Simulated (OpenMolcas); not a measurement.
**B⁺: RASPT2 settings compared**

```json
{
 "Program": "OpenMolcas",
 "Basis": "ANO-R3 [4s4p2d1f]",
 "Scalar Hamiltonian": "X2C, finite nucleus",
 "Active space": "2 electrons in 9 orbitals (RAS2 2s 2p; RAS3 3d, at most 2 electrons)",
 "State averaging": "2S+1 = 3 even, 3 roots; 2S+1 = 1 even, 7 roots kept (CI in the orbitals of an earlier block); 2S+1 = 3 odd, 3 roots; 2S+1 = 1 odd, 3 roots kept (CI in the orbitals of an earlier block)",
 "Spin-orbit coupling": "RASSI with atomic mean-field integrals over the reference wave functions, term energies averaged over their components"
}
```

Methods on the same reference wave functions:
A. RASSCF
B. SS-RASPT2, IPEA 0.1 Eh, imaginary shift 0.05 Eh (closed shells correlated: 1s)
C. SS-RASPT2, IPEA 0 Eh, imaginary shift 0.25 Eh (closed shells correlated: none)
D. SS-RASPT2, IPEA 0.5 Eh, no level shift (closed shells correlated: none)
E. MS-RASPT2, IPEA 0.5 Eh, no level shift (closed shells correlated: none)

Energies in cm-1 above 2s2 1S0, the measured ground level; measured values from NIST Handbook of Basic Atomic Spectroscopic Data.

| Level | A | B | C | D | E | Measured |
| --- | --- | --- | --- | --- | --- | --- |
| 2s2 1S0 | 0.0 | 0.0 | 0.0 | 0.0 | 0.0 | 0.0 |
| 2s 2p 3P* 0 | 35710 | 37148 | 37221 | 37151 | 37151 | 37336 |
| 2s 2p 3P* 1 | 35717 | 37155 | 37228 | 37158 | 37158 | 37342 |
| 2s 2p 3P* 2 | 35732 | 37169 | 37242 | 37172 | 37172 | 37358 |
| 2s 2p 1P* 1 | 75424 | 73850 | 74420 | 74431 | 74431 | 73397 |
| 2p2 3P0 | 98364 | 99033 | 99543 | 99542 | 99542 | 98911 |
| 2p2 3P1 | 98371 | 99040 | 99550 | 99550 | 99550 | 98920 |
| 2p2 3P2 | 98386 | 99054 | 99564 | 99564 | 99564 | 98933 |
| 2p2 1D2 | 103828 | 103140 | 103482 | 103479 | 103479 | 102363 |
| 2p2 1S0 | 135324 | 129954 | 131126 | 130929 | 130929 | 127661 |

Deviations, from unrounded energies. A percentage is the sum of absolute deviations over the sum of measured energies, with the sign that they share, or ± where signs differ.

```csv
Against measurement,Levels,A,B,C,D,E
mean absolute deviation (cm-1),9,2000,490,870,870,870
other configurations (%),9,±2.5,±0.6,±1.1,±1.1,±1.1
```

B lies closest to measurement on these levels and A furthest from it. The largest miss of B in the table is 2p2 1S0, by +2300 cm-1. The ranking rests on the paired levels alone, and a cruder setting can come out closer through cancelling errors.

Among B to E the level of the table that moves most is 2p2 1S0, by 1200 cm-1 (lowest in B, highest in C).

The lowest spin-free term lies below A's lowest term by 0.016 hartree in B, 0.009 hartree in C, 0.008 hartree in D, 0.008 hartree in E.

Terms from blocks run as CI alone lack orbitals of their own. Active for correlation alone: 3d; no level in the range computed is led by a configuration that fills it, so any true level of that kind is missing. Without dynamic correlation excited terms often stand tens of per cent too high (terms of higher spin than the ground term too low), and those without a measured partner can miss by more than the paired ones (holds for A). Computed and measured levels are paired by configuration, term and J; levels that our copy of the source lacks, or whose pairing is in doubt (as where it misses far off the trend of its configuration), stay unpaired and out of the deviations. Only configurations of the active space appear.

* marks odd parity.
